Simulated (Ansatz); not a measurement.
A structure relaxed at r2SCAN-D4/def2-SVP in Ansatz, charge 0, singlet:

```xyz
7

Sn   -2.035   -0.027    0.696
Sn    0.181    0.931   -1.516
Sn    1.766   -0.575    1.180
O     1.876    0.546   -0.403
O    -0.648   -1.075   -0.726
O    -0.169   -1.333    0.663
O    -0.971    1.533    0.106
```

Question: Give its formula.

Answer: Sn₃O₄.

Question: Summarise the bond lengths by kind (pairs closer than 1.2 times the sum of covalent radii, bridged metal pairs left out).

Answer: 8 × O–Sn 1.94 to 2.31 Å; 1 × O–O 1.49 Å.

In the def2 sets Sn takes a core potential; there is no spin–orbit coupling. The structure holds one bond between oxygen atoms, so isomers without such links may lie far lower. Another isomer (singlet) lies 0.13 eV lower at PBE0-D4/def2-TZVP; other spin states weren't run for this one.
